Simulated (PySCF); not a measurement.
**Working out the ionisation energy of N⁺**

N⁺ [He] 2s2 2p2 (3P) → N²⁺ [He] 2s2 2p1 (2P). Computed with PySCF 2.14 in aug-cc-pVDZ-DK (4s3p2d, 23 functions), with the spin-free X2C one-electron Hamiltonian (Gaussian nucleus). Frozen: 1s2. Energies in hartree (1 hartree = 27.21139 eV):

| part | N⁺ (lower) | N²⁺ (upper) |
| --- | --- | --- |
| UHF | -53.910695 | -52.836973 |
| CCSD correlation | -0.077220 | -0.074608 |
| (T) | -0.000870 | -0.000561 |

**Question.** What does Hartree-Fock give?

**Answer.** (-52.836973) − (-53.910695) = 1.073722 hartree = 29.217 eV.

**Question.** What do CCSD and CCSD(T) give?

**Answer.** The CCSD correlation energies differ by 0.002612 hartree = 0.071 eV and the triples by 0.000309 hartree = 0.008 eV, so CCSD gives 29.288 eV and CCSD(T) 29.296 eV.

A first-order spin-orbit estimate adds -0.002 eV to CCSD(T) (valence), giving 29.294 eV against 29.601 eV (semi-empirical (NIST evaluation); NIST Atomic Spectra Database, ionization energies).

A double-zeta basis recovers only part of the correlation energy.

What remains against the reference includes basis incompleteness, the frozen core and higher excitations.
